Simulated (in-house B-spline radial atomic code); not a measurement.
The numbers below are computed, except where a source is named.
## What the choice of pseudopotential does to G0W0 on PBE0: In²⁺

All numbers come from a B-spline radial code for spherical atoms, non-relativistic (model numbers for so heavy an element), configuration [Kr] 4d10 5s1, open shells at high spin. Semilocal Troullier-Martins pseudo-atoms, one channel per l, are made with PBE or LDA for several valence sets and radii, with or without a model core, and set against the all-electron atom. One channel fits only the lowest state of its l, so a second state of that l is approximate. All electrons give 5s up: PBE0 -23.924 eV, G0W0 -27.467 eV, 4d down: PBE0 -39.75 eV, G0W0 -45.32 eV. Potentials are made in the ion's own configuration unless the neutral atom is named, and a smooth local potential serves every l without a channel. Potentials that miss their own reference levels by more than 6 millihartree, or need radii over 3.5 bohr, are left out. Columns give pseudo minus all-electron, in eV; a dash marks a level in the core or of low weight.

| valence | made with | radii (bohr) | model core (bohr) | 5s up PBE0 | 5s up G0W0 | 4d down PBE0 | 4d down G0W0 |
| --- | --- | --- | --- | --- | --- | --- | --- |
| 4d 5s | PBE | s 1.70 p 1.99 d 0.75 | none | -0.26 | -0.67 | +1.09 | +3.10 |
| 4d 5s | PBE, neutral atom | s 2.03 p 2.63 d 0.84 | 0.75 | -0.28 | -0.71 | +1.79 | +4.05 |
| 4d 5s | LDA, neutral atom | s 2.25 p 2.86 d 0.93 | 0.75 | -0.27 | -0.69 | +1.72 | +4.05 |
| 4d 5s | LDA, neutral atom | s 2.59 p 3.29 d 1.07 | 0.75 | -0.27 | -0.73 | +1.70 | +4.12 |
| 4d 5s | PBE, neutral atom | s 2.93 p 3.40 d 1.21 | 0.75 | -0.29 | -0.79 | +1.73 | +4.27 |
| 4p 4d 5s | PBE, neutral atom | s 2.03 p 0.74 d 0.84 | none | -0.53 | -1.41 | +0.32 | +0.96 |
| 4p 4d 5s | PBE, neutral atom | s 2.25 p 0.83 d 0.93 | none | -0.51 | -1.38 | +0.34 | +1.01 |
| 4p 4d 5s | PBE | s 2.76 p 1.08 d 1.21 | none | -0.54 | -1.57 | +0.37 | +1.22 |
| 4p 4d 5s | PBE, neutral atom | s 1.80 p 0.66 d 0.75 | 0.58 | -0.65 | -1.62 | +0.24 | +0.87 |
| 4p 4d 5s | PBE, neutral atom | s 2.25 p 0.83 d 0.93 | 0.58 | -0.54 | -1.41 | +0.44 | +1.12 |
| 4p 4d 5s | LDA, neutral atom | s 2.59 p 0.95 d 1.07 | 0.58 | -0.60 | -1.58 | +0.48 | +1.26 |
| 4p 4d 5s | PBE, neutral atom | s 2.93 p 1.08 d 1.21 | 0.58 | -0.65 | -1.82 | +0.47 | +1.38 |
| 4s 4p 4d 5s | LDA, neutral atom | s 0.92 p 0.95 d 1.07 | none | -0.22 | -0.20 | -0.20 | -0.31 |
| 4s 4p 4d 5s | PBE, neutral atom | s 0.92 p 0.95 d 1.07 | 0.56 | -0.18 | -0.16 | -0.17 | -0.27 |

Question: How does the G0W0 shift of 5s up, which all sets hold, depend on the valence set?

Answer: Mean size: 4s 4p 4d 5s: 0.18 eV; 4d 5s: 0.72 eV; 4p 4d 5s: 1.54 eV. A semicore state feels strong exchange with the other subshells of its n, so the gain is largest when that whole shell is in the valence. A larger valence set can do worse when it takes only part of a shell, whose exchange with the frozen rest is then left to the functional. The means mix radii and the functional used in making the potentials.
